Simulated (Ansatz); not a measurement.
Input file for Ansatz (a first-principles code): R-CCSD(T)/aug-cc-pVTZ on GaH6N (a complex). The run froze 15 orbitals, filled d shells among them.

Ansatz 0.2 input:
```yaml
crystal:
  periodic: [false, false, false]
  atoms:
    - {symbol: Ga, position_ang: [0.47028930, -0.36793714, 0.77091002]}
    - {symbol: H, position_ang: [0.08717462, -1.90124178, 0.83917580]}
    - {symbol: H, position_ang: [-0.28102932, 0.54110830, -0.28343333]}
    - {symbol: H, position_ang: [1.92853494, 0.05567303, 1.21425464]}
    - {symbol: N, position_ang: [-0.59425037, 0.29204150, 2.55530290]}
    - {symbol: H, position_ang: [-1.58757803, 0.10579508, 2.46808189]}
    - {symbol: H, position_ang: [-0.25005719, -0.19355090, 3.37672084]}
    - {symbol: H, position_ang: [-0.46835167, 1.28839341, 2.69822457]}
basis:
  gaussian:
    orbitals: aug-cc-pVTZ
magnetization: {spin_polarized: false}
correlation: {method: ccsd_t, electrons: outside_noble_gas}
scf: {lower_state_search: off}
```

Program output:

```
WARN ansatz: RAYON_NUM_THREADS=2 ignored (pool sized by the plan → 2); use --threads N
Functional definition: HF
these checks for a lower state are left out or cut short: stability, starts, cluster_reference, orbital_swaps, neighbouring_geometries, increment
integrals: 1.48 GiB planned
1383 factors; integrals over basis functions are off by at most 1.1e-3 eV
mean field: 0.87 GiB planned
mean field evaluation 1: about -53910.5544 eV, gradient 3.0e1 eV
mean field evaluation 2: about -53910.5689 eV, gradient 3.0e1 eV
mean field evaluation 4: about -53912.5779 eV, gradient 2.5e0 eV
mean field evaluation 8: about -53912.6028 eV, gradient 9.0e-2 eV
mean field -53912.60286589 eV, -1981.2516120467 hartree, gradient 3.0e-6 eV, S^2 0.000000; 0 other end points of the search recorded, 0 dependent functions left out
15 core orbitals not correlated, not the lowest: weight in the atoms' cores, before any rotation towards them, 0.959 or more for the frozen orbitals, at most 0.040 for the correlated occupied ones
reference -53912.60286589 eV, -1981.2516120467 hartree; 7, 7 occupied and 221, 221 virtual orbitals, 1383 factors
second order -9.26688224 eV of doubles, -0.00000000 eV of singles
coupled cluster: 4.08 GiB planned
cycle   1  -9.82847529 eV  change   -5.6e-1 eV  update   6.3e-2
cycle   2  -10.12705522 eV  change   -3.0e-1 eV  update   2.0e-2
cycle   3  -10.15208050 eV  change   -2.5e-2 eV  update   6.3e-3
cycle   4  -10.15005695 eV  change    2.0e-3 eV  update   1.8e-3
cycle   5  -10.15030946 eV  change   -2.5e-4 eV  update   5.9e-4
cycle   6  -10.15026532 eV  change    4.4e-5 eV  update   1.7e-4
cycle   7  -10.15021349 eV  change    5.2e-5 eV  update   4.7e-5
cycle   8  -10.15021131 eV  change    2.2e-6 eV  update   1.5e-5
perturbative correction -0.29844046 eV, -0.0109674848 hartree
Total energy: -53923.05151767 eV, -1981.6355929172 hartree
Checks for a lower state left out: stability, starts, cluster_reference, orbital_swaps, neighbouring_geometries, increment
```

Self-consistency was reached.

Cost: around 100 core-seconds (rough).
